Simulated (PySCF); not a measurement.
## How methods differ on the ionisation energy of Au

Au [Xe] 4f14 5d10 6s1 [6s1/2^1, M_J = 1/2] → Au⁺ [Xe] 4f14 5d10, as a difference of total energies. Computed with PySCF 2.14 in x2c-SVPall-2c, with the two-component X2C-1e Hamiltonian. Correlated levels: [Kr] 4d10 4f14 frozen; the 22 highest virtual spinors dropped. "Screened" scales the spin-orbit matrix elements by Boettger's factors to mimic the two-electron term; Breit and QED terms are absent.

```tsv
method	ionisation energy (eV)
GHF (spin-free)	7.725
GMP2 (spin-free)	8.533
GHF (screened spin-orbit)	7.750
GMP2 (screened spin-orbit)	8.559
```

Question: How much does correlation contribute at GMP2 (screened spin-orbit)?

Answer: 8.559 − (7.750) = 0.809 eV, measured against GHF (screened spin-orbit).

Errors of the correlated levels include the incompleteness of this basis and the frozen core.

For comparison: 9.226 eV (measured; NIST Atomic Spectra Database, ionization energies).
